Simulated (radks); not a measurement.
Task: These are the eigenvalues of the occupied orbitals of an atom or ion with whole-number occupations (Ry). Calculated with a radial shooting solver on a logarithmic mesh with Libxc functionals: non-relativistic Kohn-Sham, r2SCAN, spin-polarised, spherical densities, point nucleus; meta-GGA in the generalised Kohn-Sham scheme.

orbital  eigenvalue
1s down   -322.3017
1s up     -322.2989
2s up     -34.64218
2s down   -34.60706
2p up     -28.45508
2p down   -28.42890
3s up      -3.85513
3s down    -3.71862
3p up      -2.27592
3p down    -2.13249
3d up      -0.06994

Which element is it, and in what charge state? The configuration may be excited. Open shells, if any, are filled with parallel spins first.

Result: Z = 21, scandium, charge 0: Sc in [Ar] 3d3. The list shows which subshells hold electrons but not how many an open one holds; the 1s level, -161.15 hartree, gives Z - s = 18.0 by -(Z - s)^2/2, which with screening narrows Z to a few neighbours, and the depths of the outer levels then fix element, charge and occupations together.
